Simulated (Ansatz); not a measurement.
Ansatz (an electronic-structure program) input (RI-MP2/aug-cc-pVTZ):
A basis named .json is the Basis Set Exchange file of that set.

Ansatz 0.2 input:
```yaml
crystal:
  periodic: [false, false, false]
  atoms:
    - {symbol: B, position_ang: [0.00356805, -0.03128042, 0.05613467]}
    - {symbol: F, position_ang: [0.09003512, -0.68667699, 1.22448895]}
    - {symbol: C, position_ang: [1.33319326, 0.50484050, -0.57082482]}
    - {symbol: C, position_ang: [-1.41783878, 0.13811077, -0.57550430]}
    - {symbol: H, position_ang: [1.18453455, 1.39845320, -1.17983030]}
    - {symbol: H, position_ang: [1.72468279, -0.26581203, -1.24763705]}
    - {symbol: H, position_ang: [2.10785529, 0.69567817, 0.17366349]}
    - {symbol: H, position_ang: [-1.81631955, 1.11152724, -0.26112406]}
    - {symbol: H, position_ang: [-2.12737098, -0.62036928, -0.24132119]}
    - {symbol: H, position_ang: [-1.39366537, 0.15931013, -1.66685010]}
basis:
  gaussian:
    orbitals: aug-cc-pVTZ
    fitting: {mean_field: def2-universal-jkfit, correlation: aug-cc-pVTZ-RIFIT.json}
total_charge: 1
magnetization: {spin_polarized: true, initial_magnetization: 1}
correlation: {method: mp2, electrons: outside_noble_gas}
```

Output:

```
Functional definition: HF
integrals: 0.43 GiB planned
410 factors; integrals over basis functions are off by at most 9.6e-1 eV
mean field: 1.02 GiB planned
mean field evaluation 1: about -5521.7117 eV, gradient 3.7e1 eV
mean field evaluation 2: about -5525.6481 eV, gradient 2.2e1 eV
mean field evaluation 4: about -5526.9693 eV, gradient 1.3e0 eV
mean field evaluation 8: about -5526.9938 eV, gradient 2.8e-6 eV
mean field evaluation 16: about -5526.9906 eV, gradient 2.8e-1 eV
mean field -5526.99378373 eV, -203.1132752211 hartree, gradient 2.8e-6 eV, S^2 0.774816; 2 other end points of the search recorded, 0 dependent functions left out
4 core orbitals not correlated
700 factors; their error is unknown
reference -5526.99378373 eV, -203.1132752211 hartree; 12, 11 occupied and 306, 307 virtual orbitals, 700 factors
second order -18.92533335 eV of doubles, -0.00000000 eV of singles
Total energy: -5545.91911708 eV, -203.8087683936 hartree
```

This state (charge 1, doublet) is run at the relaxed geometry of the species with charge 0 and multiplicity 1.
